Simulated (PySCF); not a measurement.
Worked example: chemical shift, span and skew from a shielding tensor

C5H6BN, SMILES C#CC1=CCB1N. Atoms are numbered in the order given.

```xyz
13

C      0.3405    -2.9468     0.0000
C      0.0233    -1.7725     0.0000
C     -0.2904    -0.3921     0.0000
C     -1.4823     0.2723     0.0000
C     -1.0120     1.7230     0.0000
B      0.4346     1.0049     0.0000
N      1.7559     1.4273     0.0000
H      0.6082    -3.9860     0.0000
H     -2.5057    -0.1281     0.0000
H     -1.3026     2.3056     0.8927
H     -1.3026     2.3056    -0.8927
H      2.5363     0.7802     0.0000
H      2.0271     2.4034     0.0000
```

The structure is a stationary point at B3LYP-D3(BJ)/def2-SVP. The structure was generated by enumeration, and PubChem lists no compound with its InChIKey, so it may never have been made. Other conformers were not sampled.

GIAO shieldings from PySCF with KT2/pcSseg-1, non-relativistic, no solvent. The symmetric part of the tensor of C2 has the principal values 12.3, 16.8, 291.0 ppm. The same nucleus in TMS has σ = 185.1 ppm at this level (PySCF, at its B3LYP-D3(BJ)/def2-TZVP geometry).

Task: Work out the isotropic shielding, the ¹³C shift against TMS, the span and the skew.

Result: 
σ(iso) = (σ11 + σ22 + σ33)/3 = 106.7 ppm. δ = σ(ref) − σ(iso) = 185.1 − (106.7) = 78.4 ppm.
Span Ω = σ33 − σ11 = 278.7 ppm. Skew κ = 3(σ(iso) − σ22)/Ω = 0.97. Tumbling in solution averages the tensor to δ; in a static solid the shielding alone would spread this spin-1/2 line over Ω.
